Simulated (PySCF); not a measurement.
System: sum formula H3Si2OCl2 (charge 0, doublet). It need not be the lowest isomer of its formula. 
Structure (B3LYP-D3(BJ)/def2-TZVP (Ansatz) minimum search):
```
O
Si 1 1.6163
Si 1 1.6563 2 147.61
H 3 1.4757 1 107.24 2 -174.42
H 3 1.4777 4 110.49 1 118.96
H 3 1.4779 4 110.29 5 121.87
Cl 2 2.0661 1 108.98 3 -122.29
Cl 2 2.0746 1 109.26 3 -3.00
```
Charge 0, spin multiplicity 2.

Dispersion corrections to the total energy (kcal/mol) from the dftd3 and dftd4 libraries through PySCF: D3(BJ) without and D4 with the three-body term, each with the damping fitted for the functional named.

```json
[
 {"functional": "BP86", "D3(BJ)": "___", "D4": "-8.89"},
 {"functional": "HSE06", "D3(BJ)": "-4.68", "D4": "-5.10"},
 {"functional": "BHLYP", "D3(BJ)": "-9.36", "D4": "-8.76"},
 {"functional": "TPSSh", "D3(BJ)": "-7.17", "D4": "-7.64"},
 {"functional": "HF", "D3(BJ)": "-42.73", "D4": "-19.71"},
 {"functional": "revPBE", "D3(BJ)": "-13.21", "D4": "___"},
 {"functional": "B3LYP", "D3(BJ)": "___", "D4": "-10.23"}
]
```

Some entries are withheld; supply them.


- BP86, D3(BJ): -10.84
- revPBE, D4: -16.08
- B3LYP, D3(BJ): -10.91
